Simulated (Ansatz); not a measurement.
Two isomers of C2H7BFN: A = `BNC(C)F`, B = `CBNCF`.

Program: Ansatz. Geometries: PBE0-D4/def2-TZVP. ΔE: electronic, gas phase. CBS: MP2 limit from def2 TZ/QZ plus the TZ coupled-cluster correction, frozen cores. DFT in def2-TZVPP. B3LYP here is the variant with VWN-RPA as its local correlation; programs differ in this. Each species was taken in one conformer, which may not be the lowest.

A:

```xyz
12

B    -0.3011   -2.0209    0.1672
N    -0.4795   -0.6565    0.3619
C     0.5173    0.3476    0.2094
C     0.0342    1.5557   -0.5506
F     0.9326    0.7776    1.4683
H     0.7716   -2.4134   -0.1886
H    -1.2269   -2.7552    0.3458
H    -1.3734   -0.2972    0.6660
H     1.3871   -0.1130   -0.2652
H     0.8200    2.3100   -0.5970
H    -0.2477    1.2729   -1.5659
H    -0.8344    1.9924   -0.0513
```

B:

```xyz
12

C    -1.8418   -0.6061    0.4805
B    -0.3315   -0.2137    0.5835
N     0.3758    0.3044   -0.5074
C     1.7489    0.6399   -0.5156
F     2.4993   -0.3352   -1.1585
H    -1.9732   -1.6616    0.7424
H    -2.2864   -0.4453   -0.5054
H    -2.4325   -0.0480    1.2148
H     0.2808   -0.3294    1.6105
H    -0.0831    0.4110   -1.4006
H     1.9349    1.5725   -1.0558
H     2.1087    0.7116    0.5116
```

Problem. Which isomer does CCSD(T)/CBS put lower? Give the gap. (An estimate is asked.)

Solution. The calculation gave: B, by 24.3 kJ/mol.

Problem. Give E(B) − E(A) in kJ/mol with PBE-D4, PBE0-D4, CCSD(T)/def2-TZVPP, CCSD/def2-TZVPP, B3LYP, MP2/def2-TZVPP, B3LYP-D4. (An estimate is asked.)

Solution. Ansatz gave: PBE-D4 -28.6, PBE0-D4 -28.2, CCSD(T)/def2-TZVPP -24.0, CCSD/def2-TZVPP -24.6, B3LYP -28.5, MP2/def2-TZVPP -24.9, B3LYP-D4 -26.7. None reverses the order clearly.

Largest T1 diagnostic: 0.012.
